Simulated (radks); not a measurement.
Results of a calculation; reference values are marked as such.
Valence configurations of Ir II (all share [Xe]). Level of theory: scalar-relativistic Kohn-Sham, PBE, spin-polarised, spherical densities, point nucleus; open shells are filled with parallel spins first (spin-orbit coupling, left out, can overturn this in heavy ions) (a radial shooting solver on a logarithmic mesh with Libxc functionals). Energies are relative to 4f14 5d7 6s1; eigenvalues in eV for spin up.

| valence | E (eV) | moment (Bohr magnetons) | e(4f) | e(5d) | e(6p) | e(6s) |
|---|---|---|---|---|---|---|
| 4f14 5d7 6s1 | 0.000 | 4 | -70.458 | -16.237 | - | -14.324 |
| 4f12 5d9 6s1 | 129.86 | 4 | -93.418 | -18.312 | - | -14.418 |
| 4f11 5d10 6s1 | 208.30 | 4 | -105.46 | -19.319 | - | -14.428 |
| 4f14 5d5 6s1 6p2 | 15.011 | 8 | -80.185 | -24.022 | -10.721 | -18.783 |
| 4f14 5d7 6p1 | 6.710 | 4 | -72.086 | -17.668 | -8.521 | - |
| 4f13 5d7 6s2 | 63.620 | 4 | -85.280 | -19.846 | - | -15.329 |
| 4f14 5d8 | 0.357 | 2 | -67.485 | -13.832 | - | - |
| 4f14 5d6 6s1 6p1 | 6.851 | 6 | -75.267 | -20.142 | -9.289 | -16.645 |
| 4f13 5d7 6s1 6p1 | 69.146 | 6 | -86.798 | -21.418 | -9.364 | -16.825 |
| 4f13.5 5d8 6p0.5 | 32.213 | 3 | -75.315 | -16.247 | -7.683 | - |

NIST lists [Xe] 4f14 5d7 6s1 as the ground configuration; this level of theory agrees among the configurations tried. The energies are those of spherical high-spin densities, not of single terms.
